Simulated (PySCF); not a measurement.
B3LYP has the VWN-RPA correlation part, as in Gaussian. 

```xyz
10

C      0.9985    -0.2582     0.0453
N      0.1697     0.3466    -1.0192
C     -0.9282     0.4506    -0.0345
N      0.0561     0.2712     1.0541
H      2.0126     0.1429     0.1155
H      1.0471    -1.3577     0.0080
H     -0.0215    -0.2616    -1.8044
H     -1.4433     1.4143    -0.0277
H     -1.6738    -0.3567    -0.1047
H     -0.2172    -0.3915     1.7676
```

Charge 0, multiplicity 1.

Question: Give the Mulliken and meta-Löwdin atomic charges from B3LYP-D3(BJ)/def2-TZVP (PySCF).

Answer: 
```
atom  Mulliken (e)  meta-Löwdin (e)
----  ------------  ---------------
C1            0.00             0.00
N2           -0.35            -0.40
C3            0.00             0.00
N4           -0.35            -0.40
H5            0.09             0.11
H6            0.07             0.07
H7            0.19             0.21
H8            0.09             0.11
H9            0.07             0.07
H10           0.19             0.21
```
